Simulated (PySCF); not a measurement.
**GaCl⁺ at PW91**

Level: PW91. basis Ga def2-TZVPPD, Cl def2-TZVPPD; no relativity; PySCF 2.14.

| Quantity | Value |
| --- | --- |
| state | ²Σ⁺ (doublet), unpaired electrons σ ↑ |
| bond length | 2.113 Å |
| harmonic wavenumber | 400 cm⁻¹ |
| force constant | 2.18 mdyn/Å |
| rotational constant Be | 0.1627 cm⁻¹ |
| anharmonicity ωexe | 2.99 cm⁻¹ |
| vibration–rotation constant αe | 0.00121 cm⁻¹ |
| well depth De to Ga⁺ + Cl | 1.20 eV |
| dissociation energy D0 | 1.18 eV |
| bond order (Mayer) | 1.42 |
| dipole moment (positive dipole points towards Cl; it is taken about the centre of mass and depends on that origin) | -2.66 D |

Spin–orbit coupling is left out. For an ion De counts to the pair picked by the measured ionisation energies or electron affinities, which need not be the lowest pair at this level. The state was picked by a PBE0 search and need not be the measured ground state.
